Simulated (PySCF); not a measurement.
Species: (H2Ga-mu-AsH2)2.
Cartesian coordinates in Å at the PBE0-D3(BJ)/def2-SVP level; atoms count from 1:
```xyz
12
As2Ga2H8 angstrom
Ga    -0.4278   -1.0732   -1.5120
H     -0.9011   -0.3139   -2.7974
H     -0.2767   -2.6244   -1.3627
As    -1.5660   -0.1103    0.5300
Ga     0.4441    1.0685    1.5148
H      0.9206    0.3275    2.8094
H      0.2879    2.6177    1.3470
As     1.5858    0.0913   -0.5182
H     -2.1999   -1.1374    1.4339
H     -2.7749    0.7504    0.2635
H      2.2430    1.1054   -1.4200
H      2.7804   -0.7845   -0.2374
```

Computed with PySCF, PBE0-D3(BJ)/def2-SVP geometry optimisation, gas phase.

Q: Which atoms are bound to Ga1, and at what distances?

A: 4 atoms: H3 1.566 Å, H2 1.566 Å, As4 2.528 Å, As8 2.529 Å. The nearest atom not counted as bound is H9, at 3.44 Å (others tie with it).

Q: List the angles at Ga1.

A: 
```
      angle  degrees  distance of the outer atoms (Å)
  H2–Ga1–H3    126.0                             2.79
 H3–Ga1–As4    110.1                             3.40
 H2–Ga1–As4    110.0                             3.40
 H3–Ga1–As8    110.0                             3.40
 H2–Ga1–As8    109.9                             3.40
As4–Ga1–As8     82.3                             3.33
```

Q: Describe the arrangement about Ga1 in numbers.

A: Angles from 82.3° to 126.0°; τ4 = (360° − α − β)/141° = 0.88 with α and β the two widest (0 for a square, 1 for a tetrahedron).

Q: What are the other bond lengths?

A: As4–H9 and 3 like bonds 1.508 Å.

Q: Give some angles away from the centre.

A: Ga1–As4–Ga5 97.7°.

Q: What are the rotational constants (commonest isotopes, rigid rotor)?

A: A = 1108, B = 934.6, C = 520.7 MHz: an asymmetric top.

Charge 0, singlet. PBE0-D3(BJ)/def2-SVP frequencies: not computed here.

One conformer stands for the species.
